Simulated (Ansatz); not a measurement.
Total energies of the cluster Li₃Al₃ from Ansatz at PBE-D4/def2-TZVP, gas phase (1 Eh = 27.2114 eV = 2625.5 kJ/mol). The reference geometry is relaxed at PBE-D4/def2-SVP.

Cartesian coordinates in Å:
```
Li 0.852 -0.203 1.650
Li -2.084 -1.858 0.707
Li 0.535 2.147 -0.578
Al 2.220 0.168 -1.298
Al 0.030 -0.975 -0.811
Al -1.552 0.721 0.329
```

| state | geometry | energy (Eh) |
| --- | --- | --- |
| charge 0 singlet | reference | -749.39953 |
| charge 1 doublet | reference | -749.21100 |
| free Li atom (doublet) | – | -7.46192 |
| free Al atom (doublet) | – | -242.22759 |

Q: Work out the vertical ionisation energy to the doublet.

A: E(charge 1 doublet) − E(charge 0 singlet) = -749.21100 − (-749.39953) = 0.18853 Eh = 5.13 eV. For comparison, −ε of the highest occupied level is 3.18 eV at this level, 1.95 eV less.

Q: What is the binding energy per atom against free atoms?

A: Atoms: 3 × (-7.46192) + 3 × (-242.22759) = -749.06853 Eh. Binding: -749.06853 − (-749.39953) = 0.33100 Eh = 9.01 eV, or 1.50 eV for each of 6 atoms (no zero-point energy, no counterpoise term).

The restricted singlet is unstable towards broken spin symmetry in Hartree–Fock (as tested in another run); at PBE-D4/def2-TZVP this wasn't settled. 

The structure comes from a short search, and lower isomers may exist.
